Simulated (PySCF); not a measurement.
**Potential energy of SiAs⁻ along the bond**

Set-up: PySCF, no relativity, basis sets Si def2-TZVPPD, As def2-TZVPPD. Energies in eV from Si⁻ + As in their ground configurations at the same level. State: ¹Σ⁺ (singlet), closed shell.

| R (Å) | r²SCAN | PBE0 |
| --- | --- | --- |
| 1.806 | -3.339 | -3.282 |
| 1.890 | -4.195 | -4.130 |
| 1.974 | -4.674 | -4.600 |
| 2.037 | -4.849 | -4.768 |
| 2.100 | -4.904 | -4.814 |
| 2.163 | -4.866 | -4.767 |
| 2.247 | -4.708 | -4.593 |
| 2.352 | -4.391 | -4.255 |
| 2.478 | -3.909 | -3.742 |
| 2.646 | -3.191 | -2.979 |

Problem. Put a parabola through the three lowest points of the r²SCAN curve and estimate Re, k and ωe (reduced mass 20.37 u; 1 eV/Å² = 0.16022 mdyn/Å; ωe = 1302.8·√(k/μ) cm⁻¹).

Solution. Through R = 2.037, 2.1, 2.163 Å the second-order coefficient is 11.7 eV/Å², so Re ≈ 2.106 Å, k ≈ 3.75 mdyn/Å and ωe ≈ 559 cm⁻¹. A polynomial fit of higher order to the unrounded r²SCAN energies gives Re = 2.103 Å, k = 3.69 mdyn/Å, ωe = 554 cm⁻¹; anharmonicity and rounding make the difference.

The higher-order fit for each curve: r²SCAN: Re = 2.103 Å, ωe = 554 cm⁻¹, De = 4.90 eV; PBE0: Re = 2.097 Å, ωe = 565 cm⁻¹, De = 4.81 eV.

For an ion De counts to the pair picked by the measured ionisation energies or electron affinities, which need not be the lowest pair at this level.
